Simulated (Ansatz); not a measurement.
Relaxation of CH5MgNO (9 atoms, charge 0, multiplicity 1), to a largest force component of 0.015 eV/Å in at most 40 steps.

These are results of Ansatz, RKS PBE/def2-SVP, not measurements.

```xyz
9
Properties=species:S:1:pos:R:3:forces:R:3
C 0.785 1.294 -1.079 -1.32 2.08 -0.34
O 1.508 0.249 -0.692 0.60 -3.37 1.93
Mg 0.246 -0.861 0.411 0.85 0.20 -0.25
N -0.931 -2.008 1.581 1.66 -0.94 0.79
H 1.350 2.009 -1.739 -0.11 0.08 0.10
H 0.380 1.905 -0.198 0.05 0.24 -0.51
H -0.108 0.979 -1.671 -0.51 0.38 -0.43
H -0.897 -2.984 1.135 -0.14 1.10 0.74
H -0.432 -2.161 2.556 -1.09 0.23 -2.04
```

Question: Where does it end, and by what steps?

Answer: The run converged. The force dipped under the threshold on the way, but the program's further checks kept it going. After 11 steps the energy has fallen by 0.924 eV; O2 moved furthest, 1.16 Å. Parted: C1–Mg3.

```tsv
step	energy less start (eV)	largest force component (eV/Å)	accepted
0	0.0000	3.372	yes
1	-0.4795	1.353	yes
2	-0.6783	0.964	yes
3	-0.8229	0.499	yes
4	-0.8808	0.275	yes
5	-0.9080	0.117	yes
6	-0.9208	0.044	yes
7	-0.9214	0.229	yes
8	-0.9241	0.005	yes
9	-0.9242	0.029	yes
10	-0.9243	0.021	yes
11	-0.9243	0.008	yes
```

```xyz
9
Properties=species:S:1:pos:R:3
C 0.741 1.537 -1.220
O 0.401 0.458 -0.428
Mg -0.029 -0.944 0.597
N -0.484 -2.429 1.684
H 1.811 1.509 -1.545
H 0.595 2.514 -0.694
H 0.128 1.589 -2.155
H -0.883 -3.317 1.366
H -0.379 -2.495 2.700
```

Whether the end is a true minimum wasn't checked by a vibrational analysis.

The run took 39 s on 1 thread of Arm Neoverse V1, on a shared host, peak memory 0.14 GiB.
